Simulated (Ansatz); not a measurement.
def2 core potentials replace the inner electrons of Sn.

Z-matrix (Å, degrees):
```
Sn
O 1 1.9755
H 2 0.9654 1 109.95
O 1 1.9815 2 103.36 3 -8.93
H 4 0.9652 1 110.70 2 131.82
O 1 1.9828 2 108.49 3 105.01
H 6 0.9647 1 110.90 2 -9.39
C 1 2.1101 2 114.75 3 -136.97
C 8 1.3351 1 118.68 2 -114.41
H 8 1.0947 9 121.47 1 179.64
H 9 1.0955 8 121.76 10 179.90
H 9 1.0965 11 116.80 8 179.95
```
Charge 0, multiplicity 1.

Q: What is the computed LUMO, dipole moment, total energy, HOMO and HOMO–LUMO gap (CAM-B3LYP-D3(BJ)/def2-TZVP // PBE0-D3(BJ)/def2-SVP (Ansatz, a program for electronic structure))?

A: 
- LUMO = 0.01 eV
- dipole moment = 0.97 D
- total energy = -14145.42 eV
- HOMO = -9.82 eV
- HOMO–LUMO gap = 9.83 eV
